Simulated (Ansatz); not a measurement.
Born–Oppenheimer molecular dynamics of F₂HIn (4 atoms, charge 0, multiplicity 1). It goes on from the last frame of an earlier run, with new velocities.

Theory: UKS LDA/def2-SVP (Ansatz 0.2.0).

```
ensemble        : NVT, Langevin thermostat
time step       : 0.5 fs
steps asked     : 150
set temperature : 1000 K
friction        : 0.005 /fs
seed            : 161962
```

First frame:

```xyz
4
Properties=species:S:1:pos:R:3
F -1.600 0.820 0.718
In 0.228 0.227 0.296
F 0.241 -1.501 -0.667
H 1.600 1.218 0.798
```

(1) How far do the bonds stretch over the last three quarters of this one trajectory? (Pairs bonded in most of those frames.)

Results:

(1) 
| bond | mean (Å) | spread (Å) | shortest | longest |
| --- | --- | --- | --- | --- |
| F1–In2 | 1.948 | 0.058 | 1.86 | 2.03 |
| In2–F3 | 1.979 | 0.097 | 1.83 | 2.11 |
| In2–H4 | 1.730 | 0.118 | 1.53 | 1.91 |

Mean temperature of the second half: 701 K. The mean temperature of the second half is 30 % below the set value. A run of 0.075 ps of so small a system gives no equilibrium averages.

The run took 8.1 min on 1 thread of Intel(R) Xeon(R) Processor @ 2.50GHz (Skylake/Cascade Lake) (shared host), peak memory 0.11 GiB.
